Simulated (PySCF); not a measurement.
Two species compared at the same levels of theory.

First species: C₅H₁₅NSi₂.
SMILES: `C[SiH2]/C=C/[SiH2]N(C)C`

Second species: C₉H₁₂.
SMILES: `C#C[C@@H]1CCC(=C)[C@H]1C`

Levels: PBE0/pcSseg-1 for HOMO energy, LUMO energy and HOMO–LUMO gap. Geometries: GFN2-xTB. Each structure is a single optimised conformer of the isolated species, non-relativistic unless stated; the electronic structure was computed with PySCF and density fitting.

The conformers computed, where there is a choice (atom-mapped SMILES and torsion angles):
- `[CH3:1][SiH2:2]/[CH:3]=[CH:4]/[SiH2:5][N:6]([CH3:7])[CH3:8]`: C1–Si2–C3–C4 -137°, C3–C4–Si5–N6 142°, C4–Si5–N6–C7 163°

The conformers of `C#C[C@@H]1CCC(=C)[C@H]1C` aren't listed.

Values for the first species:

```
HOMO energy   : -6.26 eV
LUMO energy   : -0.75 eV
HOMO–LUMO gap : 5.51 eV
```

Estimate the same properties for the second species, and the change in each.

```csv
property,first,second,second less first
HOMO energy,-6.26 eV,-7.10 eV,-0.84 eV
LUMO energy,-0.75 eV,0.21 eV,+0.96 eV
HOMO–LUMO gap,5.51 eV,7.31 eV,+1.80 eV
```

